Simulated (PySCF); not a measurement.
Below is a simulated gas-phase C 1s photoelectron spectrum of `FC(OCC[O-])F`.

Every computed line was given a Gaussian of 0.8 eV full width at half maximum and an area set by the number of equivalent atoms; the highest printed point is 100. Level of theory: delta-SCF UKS SCAN, pcX-2 on the ionised atom, pcseg-1 elsewhere, spin-free X2C in PySCF 2.14.0.

binding energy (eV), intensity and a bar:
```
    285.6          1 
    285.8          5 #
    286.0         16 #####
    286.2         40 ############
    286.4         71 #####################
    286.6         94 ############################
    286.8        100 ##############################
    287.0         99 ##############################
    287.2        100 ##############################
    287.4         91 ###########################
    287.6         66 ####################
    287.8         35 ##########
    288.0         13 ####
    288.2          3 #
    288.4          1 
    288.6          0 
    288.8          0 
    289.0          0 
    289.2          0 
    289.4          0 
    289.6          0 
    289.8          0 
    290.0          0 
    290.2          0 
    290.4          1 
    290.6          7 ##
    290.8         21 ######
    291.0         48 ##############
    291.2         76 #######################
    291.4         86 ##########################
    291.6         68 ####################
    291.8         38 ############
    292.0         15 #####
    292.2          4 #
    292.4          1
```

Q: How many maxima does the curve show, and how many computed lines lie under it?

A: The curve has 3 maxima (at 286.8, 287.2 and 291.4 eV). Under it lie 3 lines from 3 inequivalent carbon sites.

Q: Decompose the envelope and assign each component. Numbering: `[O-:1][CH2:2][CH2:3][O:4][CH:5]([F:6])[F:7]`.

A: 
| position (eV) | relative area | line | atoms | environment |
| --- | --- | --- | --- | --- |
| 286.62 | 1 | C 1s | C2 | sp3 carbon bound to oxygen |
| 287.34 | 1 | C 1s | C3 | sp3 carbon bound to oxygen |
| 291.37 | 1 | C 1s | C5 | CHF2 carbon |

Q: What are the centre and the root-mean-square width of the whole band?

A: The area-weighted mean of the lines is 288.44 eV. Their own spread about it is 2.09 eV (rms) and each Gaussian has σ = 0.8/2.355 = 0.34 eV; the variances add, which gives 2.12 eV.

Lowest listed C 1s: C2, bonded to O, C and 2 H. Highest, 4.75 eV above it: C5, bonded to 2 F, O and H.

The curve has no shake-up lines and no vibrational structure. The species carries charge -1, so core ionisation leaves a neutral species. The basis sets have no added diffuse functions. The structure is a single GFN2-xTB conformer in the gas phase; no vibrational or solvent corrections.

The values belong to the conformer `[O-:1][CH2:2][CH2:3][O:4][CH:5]([F:6])[F:7]`: O1–C2–C3–O4 -70°, C2–C3–O4–C5 47°, C3–O4–C5–F6 109°.
